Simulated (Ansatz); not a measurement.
AlB5. Total charge 0; singlet. Geometry PBE0-D4/def2-SVP; atoms count from 1.

```tsv
atom	x (Å)	y (Å)	z (Å)
B1	1.734	-0.297	0.508
B2	-0.983	-0.330	-0.263
B3	0.394	-1.039	0.167
B4	0.270	0.699	0.033
B5	1.689	1.256	0.407
Al6	-3.103	-0.289	-0.852
```

The restricted singlet is unstable towards broken spin symmetry at other levels; at PBE0-D4/def2-TZVP this wasn't settled. The geometry of the singlet was relaxed on an unsound state (restricted singlet, unstable towards broken spin symmetry at other levels and untested here). The structure comes from a short search, and lower isomers may exist.

Question: Estimate the Mulliken populations from the PBE0/def2-TZVP orbitals of Ansatz.

Answer: 
```tsv
atom	charge (e)
B1	0.05
B2	0.04
B3	-0.14
B4	-0.11
B5	-0.05
Al6	0.21
```
Mulliken values and Mayer orders depend strongly on the basis.

Question: And the Mayer bond orders between bonded heavy atoms (over 0.3)?

Answer: B1–B3 1.25 (1.57 Å); B1–B4 0.63 (1.83 Å); B1–B5 1.37 (1.56 Å); B2–B3 1.14 (1.61 Å); B2–B4 0.92 (1.65 Å); B2–Al6 0.51 (2.20 Å); B3–B4 0.67 (1.75 Å); B4–B5 1.26 (1.57 Å). Values over 0.3 also appear between atoms too far apart for a bond (B3–B5 0.33 at 2.65 Å); they arise where an orbital or an unpaired electron spreads over both atoms.
